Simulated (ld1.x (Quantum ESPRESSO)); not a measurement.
Pd: one change to a PAW potential, before and after

Pd, PAW, made with ld1.x (Quantum ESPRESSO) 7.5 (LDA (PZ), scalar-relativistic). Core [Kr], reference 4d10 5s0 5p0. Waves: 5s (bound, empty): rcut 2.30, rcutus 2.70 bohr; 5s channel at 0.05 Ry: rcut 2.30, rcutus 2.70 bohr; 5p (bound, empty): rcut 2.05, rcutus 2.75 bohr; 5p channel at 0.6 Ry: rcut 2.05, rcutus 2.75 bohr; 4d (bound): rcut 1.30, rcutus 1.75 bohr; 4d channel at 1.15 Ry: rcut 1.30, rcutus 1.75 bohr; 4f channel at 0.45 Ry: rcut 2.20, rcutus 2.55 bohr; 4f channel at 1.35 Ry: rcut 2.20, rcutus 2.55 bohr. Local part: all-electron potential smoothed inside 1.50 bohr (lloc = -1). Core correction: Bessel-smoothed model core inside 1.35 bohr. Augmentation charge: BESSEL, radius 1.20 bohr.

All-electron outer shells of the reference configuration (LDA (PZ), scalar-relativistic, ld1.x):

```csv
shell,level (eV),outermost node (bohr),outermost maximum (bohr)
4s,-85.44,0.45,0.85
4p,-51.36,0.46,0.91
4d,-4.31,0.45,1.10
5s,-3.62,1.15,2.64
5p,-0.36,1.31,4.09
```

Change: wave 4d channel at 1.15 Ry: rcut 1.30, rcutus 1.75 bohr becomes 4d channel at -0.19 Ry: rcut 1.30, rcutus 1.75 bohr.

Cutoffs: the cutoffs (Ry, on a coarse ladder) from which the occupation-weighted sum of valence levels, in a spherical-Bessel basis at the reference potential, stays within 10 and 1 mRy of its value at 400 Ry; they do not see the model core or the augmentation charge, which bear on the density cutoff. Errors are all-electron minus pseudo energies relative to the spin-unpolarised reference configuration.

Q: Predict the effect on cutoff, ghosts and configuration errors.

A: The potential gets neither clearly harder nor softer (35 Ry and 55 Ry → 35 Ry and 55 Ry); both files keep a bound ghost (p, s); of the 9 tests that both files solve, the error grows in 2 and shrinks in 0 by more than 15 % and 0.3 meV (median size 18.7 → 21.0 meV).

| quantity | base | changed |
| --- | --- | --- |
| cutoff, loose | 35 Ry | 35 Ry |
| cutoff, tight | 55 Ry | 55 Ry |
| bound ghosts | s, p | s, p |
| error for 4d9 5s0 5p0, meV [ΔE 9.39 eV] | -18 | -17 |
| error for 4d8 5s0 5p0, meV [ΔE 30.47 eV] | -146 | -141 |
| error for 4d7 5s0 5p0, meV [ΔE 65.06 eV] | -540 | -527 |
| error for 4d9 5s1 5p0, meV [ΔE 1.44 eV] | -8.8 | -21 |
| error for 4d8 5s1 5p0, meV [ΔE 13.80 eV] | -94 | -126 |
| error for 4d9.5 5s0 5p0, meV [ΔE 3.37 eV] | -2.7 | -2.6 |
| error for 4d9 5s0 5p1, meV [ΔE 5.32 eV] | -19 | -19 |
| error for 4d9 5s0 5p0 (spin-polarised), meV [ΔE 9.24 eV] | -18 | -17 |
| error for 4d8 5s0 5p0 (spin-polarised), meV [ΔE 29.83 eV] | -146 | -141 |
| s: phases at 3.01 bohr within 0.05 rad from the reference energy up to (Ry; the scan ends near 5) | 3.2 | 3.2 |
| p: phases at 3.01 bohr within 0.05 rad from the reference energy up to (Ry; the scan ends near 5) | 4.2 | 4.2 |
| d: phases at 3.01 bohr within 0.05 rad from the reference energy up to (Ry; the scan ends near 5) | to the end of the scan | to the end of the scan |
| f: phases at 3.01 bohr within 0.05 rad from the reference energy up to (Ry; the scan ends near 5) | 2.8 | 2.8 |
| lowest overlap eigenvalue by channel | s 0.16, p 0.45, d 1.00, f 0.96 | s 0.16, p 0.45, d 0.93, f 0.96 |

 A true bound ghost makes a file unfit for plane-wave use even where its test errors are small: the radial tests pick states by their node count and pass the ghost by.
